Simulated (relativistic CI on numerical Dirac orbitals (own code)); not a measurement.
**Nb3+: L-alpha,beta X-ray emission**

Computed with this model: Dirac-Coulomb-Breit CI, separate exchange-only KLI orbitals for each configuration, model QED (radiative potential, 1s self-energy scaled to tabulated hydrogen-like ionisation energies), valence Slater integrals scaled by 0.7, multiplet model of X-ray emission after core ionisation; configurations [Kr] 4d2 → [He] 2s2 2p5 3s2 3p6 3d10 4s2 4p6 4d2 → [Ar] 3d9 4s2 4p6 4d2; 80 K; Lorentzian 2 eV and Gaussian 0.6 eV FWHM. Energies are those of the free ion, without screening or charge transfer. S is read from ⟨S²⟩ = S(S + 1).

free ion: ground-state S = 0.99, centroid 2198.49 eV. Peaks (eV, height): 2167.6 (100), 2259.2 (50).

Strongest unbroadened transitions for free ion:

```
Energy (eV)  Relative strength
    2164.85                8.9
    2167.35               25.9
    2167.38                9.4
    2167.54              100.0
    2167.61               17.0
    2167.62                9.4
    2167.67               33.7
    2167.70                9.5
    2167.71               22.2
    2167.73               20.6
    2167.80               20.7
    2258.76                9.3
    2258.98               17.2
    2259.11               12.7
    2259.27               69.8
    2259.40                9.8
    2259.52               11.2
    2259.77               16.4
```
